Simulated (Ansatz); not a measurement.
ZnCl6⁴⁻ (relaxed from a model of [ZnCl6]4-, whose bonding it doesn't keep). The state is a singlet with charge -4. Geometry PBE-D4/def2-SVPD, loosely relaxed.

```xyz
7

Zn    2.428   -2.200    0.482
Cl    4.079   -3.694    0.815
Cl  -14.173   12.875   -2.816
Cl    0.290   -2.826    0.754
Cl    2.935   -0.097   -0.120
Cl    1.609   -5.931  -13.806
Cl    2.832    1.872   14.691
```

The 6-31G sets use Cartesian d functions. A multiply charged anion in the gas phase is held together partly by the finite basis. The geometry of the charge -4 singlet is only loosely relaxed. At r2SCAN-D4/def2-TZVPD, PBE0-D4/def2-SVPD, PBE0-D4/def2-TZVPD the highest occupied level of the charge -4 singlet lies above zero (up to 1.98 eV). The electron is either unbound and held by the finite basis, or the level is raised by self-interaction error. In the singlet geometry the species has come apart into loosely held pieces.

(1) Estimate the orbital energies around the gap (eV) in Ansatz with HF/6-31G, r2SCAN-D4/def2-TZVPD, PBE0-D4/def2-SVPD, PBE0-D4/def2-TZVPD, ωB97X-V/def2-TZVPD.

## Answers

(1) 
```json
{"orbital": "HOMO−9", "HF/6-31G": "-4.79", "r2SCAN-D4/def2-TZVPD": "-0.49", "PBE0-D4/def2-SVPD": "-1.59", "PBE0-D4/def2-TZVPD": "-1.53", "ωB97X-V/def2-TZVPD": "-3.97"}
{"orbital": "HOMO−8", "HF/6-31G": "-1.67", "r2SCAN-D4/def2-TZVPD": "1.71", "PBE0-D4/def2-SVPD": "0.67", "PBE0-D4/def2-TZVPD": "0.71", "ωB97X-V/def2-TZVPD": "-1.69"}
{"orbital": "HOMO−7", "HF/6-31G": "-1.67", "r2SCAN-D4/def2-TZVPD": "1.71", "PBE0-D4/def2-SVPD": "0.67", "PBE0-D4/def2-TZVPD": "0.71", "ωB97X-V/def2-TZVPD": "-1.69"}
{"orbital": "HOMO−6", "HF/6-31G": "-1.67", "r2SCAN-D4/def2-TZVPD": "1.71", "PBE0-D4/def2-SVPD": "0.67", "PBE0-D4/def2-TZVPD": "0.71", "ωB97X-V/def2-TZVPD": "-1.69"}
{"orbital": "HOMO−5", "HF/6-31G": "-1.41", "r2SCAN-D4/def2-TZVPD": "1.98", "PBE0-D4/def2-SVPD": "0.94", "PBE0-D4/def2-TZVPD": "0.97", "ωB97X-V/def2-TZVPD": "-1.43"}
{"orbital": "HOMO−4", "HF/6-31G": "-1.41", "r2SCAN-D4/def2-TZVPD": "1.98", "PBE0-D4/def2-SVPD": "0.94", "PBE0-D4/def2-TZVPD": "0.98", "ωB97X-V/def2-TZVPD": "-1.43"}
{"orbital": "HOMO−3", "HF/6-31G": "-1.41", "r2SCAN-D4/def2-TZVPD": "1.98", "PBE0-D4/def2-SVPD": "0.94", "PBE0-D4/def2-TZVPD": "0.98", "ωB97X-V/def2-TZVPD": "-1.42"}
{"orbital": "HOMO−2", "HF/6-31G": "-1.41", "r2SCAN-D4/def2-TZVPD": "1.98", "PBE0-D4/def2-SVPD": "0.94", "PBE0-D4/def2-TZVPD": "0.98", "ωB97X-V/def2-TZVPD": "-1.42"}
{"orbital": "HOMO−1", "HF/6-31G": "-1.41", "r2SCAN-D4/def2-TZVPD": "1.98", "PBE0-D4/def2-SVPD": "0.94", "PBE0-D4/def2-TZVPD": "0.98", "ωB97X-V/def2-TZVPD": "-1.42"}
{"orbital": "HOMO", "HF/6-31G": "-1.41", "r2SCAN-D4/def2-TZVPD": "1.98", "PBE0-D4/def2-SVPD": "0.94", "PBE0-D4/def2-TZVPD": "0.98", "ωB97X-V/def2-TZVPD": "-1.42"}
{"orbital": "LUMO", "HF/6-31G": "8.77", "r2SCAN-D4/def2-TZVPD": "5.34", "PBE0-D4/def2-SVPD": "5.58", "PBE0-D4/def2-TZVPD": "5.74", "ωB97X-V/def2-TZVPD": "6.83"}
{"orbital": "LUMO+1", "HF/6-31G": "8.97", "r2SCAN-D4/def2-TZVPD": "6.07", "PBE0-D4/def2-SVPD": "6.70", "PBE0-D4/def2-TZVPD": "6.10", "ωB97X-V/def2-TZVPD": "7.00"}
{"orbital": "LUMO+2", "HF/6-31G": "10.81", "r2SCAN-D4/def2-TZVPD": "6.30", "PBE0-D4/def2-SVPD": "6.93", "PBE0-D4/def2-TZVPD": "6.13", "ωB97X-V/def2-TZVPD": "7.03"}
{"orbital": "LUMO+3", "HF/6-31G": "10.81", "r2SCAN-D4/def2-TZVPD": "6.33", "PBE0-D4/def2-SVPD": "6.99", "PBE0-D4/def2-TZVPD": "6.15", "ωB97X-V/def2-TZVPD": "7.19"}
{"orbital": "LUMO+4", "HF/6-31G": "13.31", "r2SCAN-D4/def2-TZVPD": "6.87", "PBE0-D4/def2-SVPD": "8.09", "PBE0-D4/def2-TZVPD": "6.97", "ωB97X-V/def2-TZVPD": "7.78"}
{"orbital": "LUMO+5", "HF/6-31G": "14.63", "r2SCAN-D4/def2-TZVPD": "7.04", "PBE0-D4/def2-SVPD": "8.55", "PBE0-D4/def2-TZVPD": "6.97", "ωB97X-V/def2-TZVPD": "7.81"}
```
